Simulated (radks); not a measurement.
The numbers below are computed, except where a source is named.
Q: These are the eigenvalues of the occupied orbitals of an atom or ion with whole-number occupations (eV). Code: a radial shooting solver on a logarithmic mesh with Libxc functionals. Model: Dirac Kohn-Sham, PBE, spin-unpolarised, spherical densities, finite nucleus; Fermi nuclear charge, rms radius of each element as measured or else 0.836 A^(1/3) + 0.57 fm.

orbital  eigenvalue
1s1/2     -994.8706
2s1/2     -160.7717
2p1/2     -140.5852

Which element is it, and in what charge state? The configuration may be excited. Open shells, if any, fill j = l - 1/2 first.

A: Z = 10, neon, charge +5: Ne5+ in [He] 2s2 2p1. The list shows which subshells hold electrons but not how many an open one holds; the 1s level, -36.561 hartree, gives Z - s = 8.6 by -(Z - s)^2/2, which with screening and relativity narrows Z to a few neighbours, and the depths of the outer levels then fix element, charge and occupations together.
